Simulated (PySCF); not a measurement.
**How methods differ on the ionisation energy of Ni⁺**

Ni⁺ [Ar] 3d9 (2D) → Ni²⁺ [Ar] 3d8 (3F), as a difference of total energies. Calculation: PySCF 2.14, in x2c-TZVPPall (6s5p4d2f1g, 64 functions); scalar relativity by spin-free X2C-1e. Correlated levels: valence: [Ar] frozen; valence and next inner shell: [Ne] frozen. The calculations carry no spin-orbit coupling.

```
                                method  ionisation energy (eV)  plus first-order spin-orbit estimate  error of that sum (eV)
                                   UHF                  15.019                                14.970                  -3.199
                                   LDA                  19.590                                19.541                  +1.372
                                   PBE                  18.912                                18.863                  +0.694
                                  PBE0                  18.186                                18.137                  -0.032
                                  MN15                  19.221                                19.172                  +1.003
                                B2PLYP                  18.228                                18.179                  +0.010
                                  BP86                  19.024                                18.975                  +0.806
                                 HSE06                  18.207                                18.158                  -0.011
                         MP2 (valence)                  18.211                                18.162                  -0.007
                     SCS-MP2 (valence)                  17.910                                17.861                  -0.308
    MP2 (valence and next inner shell)                  18.933                                18.883                  +0.714
SCS-MP2 (valence and next inner shell)                  18.447                                18.398                  +0.229
```

Reference: 18.169 eV (measured; NIST Atomic Spectra Database, ionization energies).

A first-order spin-orbit estimate (lowest level to lowest level, LS coupling) adds -0.049 eV.

Errors of the correlated levels include the incompleteness of this basis and the frozen core.
